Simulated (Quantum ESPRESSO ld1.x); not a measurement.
The magnesium ion Mg2+, 10 electrons, occupied as [He] 2s2 2p4 3s2 (not the ground configuration). Calculated with ld1.x of Quantum ESPRESSO 7.5: Dirac Kohn-Sham, B86b exchange with PBE correlation, spin-unpolarised, spherical densities, point nucleus; open shells fill j = l - 1/2 first. Some entries of the table are withheld. Estimate them.

orbital,occ.,eigenvalue (Ry),<r> (bohr)
1s1/2,2,(1),(2)
2s1/2,2,-9.68966,0.6533
2p1/2,2,(3),0.6120
2p3/2,2,(4),0.6137
3s1/2,2,(5),(6)

Answer. 
(1) 1s1/2 eigenvalue (Ry): -97.6637
(2) 1s1/2 <r> (bohr): 0.1305
(3) 2p1/2 eigenvalue (Ry): -7.35301
(4) 2p3/2 eigenvalue (Ry): -7.32707
(5) 3s1/2 eigenvalue (Ry): -1.93495
(6) 3s1/2 <r> (bohr): 2.118
